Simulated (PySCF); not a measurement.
Molfile (atoms numbered from 1):
```
C7H11F
     RDKit          3D

 19 19  0  0  0  0  0  0  0  0999 V2000
    2.1597   -0.6355    0.9282 C   0  0  0  0  0  0  0  0  0  0  0  0
    1.1515   -0.3074    0.1389 C   0  0  0  0  0  0  0  0  0  0  0  0
    0.1999   -1.3170   -0.4370 C   0  0  0  0  0  0  0  0  0  0  0  0
   -1.2357   -0.9793   -0.0288 C   0  0  0  0  0  0  0  0  0  0  0  0
   -1.5718    0.4442   -0.4549 C   0  0  0  0  0  0  0  0  0  0  0  0
   -2.8663    0.7456   -0.0618 F   0  0  0  0  0  0  0  0  0  0  0  0
   -0.6097    1.4443    0.1734 C   0  0  0  0  0  0  0  0  0  0  0  0
    0.8265    1.1105   -0.2351 C   0  0  0  0  0  0  0  0  0  0  0  0
    2.8284    0.1037    1.3360 H   0  0  0  0  0  0  0  0  0  0  0  0
    2.3652   -1.6596    1.1905 H   0  0  0  0  0  0  0  0  0  0  0  0
    0.2736   -1.2993   -1.5288 H   0  0  0  0  0  0  0  0  0  0  0  0
    0.4556   -2.3208   -0.0960 H   0  0  0  0  0  0  0  0  0  0  0  0
   -1.3401   -1.0534    1.0560 H   0  0  0  0  0  0  0  0  0  0  0  0
   -1.9398   -1.6772   -0.4857 H   0  0  0  0  0  0  0  0  0  0  0  0
   -1.5679    0.5347   -1.5502 H   0  0  0  0  0  0  0  0  0  0  0  0
   -0.8730    2.4561   -0.1402 H   0  0  0  0  0  0  0  0  0  0  0  0
   -0.7094    1.3885    1.2594 H   0  0  0  0  0  0  0  0  0  0  0  0
    0.9249    1.2298   -1.3183 H   0  0  0  0  0  0  0  0  0  0  0  0
    1.5185    1.8014    0.2469 H   0  0  0  0  0  0  0  0  0  0  0  0
  1  2  2  0
  2  3  1  0
  3  4  1  0
  4  5  1  0
  5  6  1  0
  5  7  1  0
  7  8  1  0
  8  2  1  0
  1  9  1  0
  1 10  1  0
  3 11  1  0
  3 12  1  0
  4 13  1  0
  4 14  1  0
  5 15  1  0
  7 16  1  0
  7 17  1  0
  8 18  1  0
  8 19  1  0
M  END
```

Geometry: GFN2-xTB; GIAO absolute shieldings from PySCF 2.14, gas phase, non-relativistic, averaged over equivalent atoms.

At PBE0/6-31G (94 basis functions, 10 s wall time on 1 thread of an Arm Neoverse V2, shared host):
```tsv
atoms	σ (ppm)
C2	59.0
C1	92.6
C5	112.3
C4/C7	165.4
C3/C8	167.3
F6	383.3
H9/H10	27.91
H15	28.11
H12/H19	30.69
H14/H16	30.77
H11/H18	30.80
H13/H17	31.21
```

Task: Estimate the result of repeating the calculation with BP86/pcSseg-1.

Result: 
| atoms | σ at BP86/pcSseg-1 | change |
| --- | --- | --- |
| C2 | 26.4 | -32.6 |
| C1 | 69.2 | -23.4 |
| C5 | 83.0 | -29.3 |
| C4/C7 | 141.3 | -24.1 |
| C3/C8 | 143.8 | -23.5 |
| F6 | 357.7 | -25.6 |
| H9/H10 | 26.72 | -1.19 |
| H15 | 26.84 | -1.27 |
| H12/H19 | 29.34 | -1.35 |
| H14/H16 | 29.41 | -1.36 |
| H11/H18 | 29.48 | -1.32 |
| H13/H17 | 30.11 | -1.10 |

The largest change is at C2 (fully substituted alkene carbon). Cost: 191 basis functions, 34 s wall time on 1 thread of an Arm Neoverse V2, shared host. The order of the carbon signals is the same at both levels.
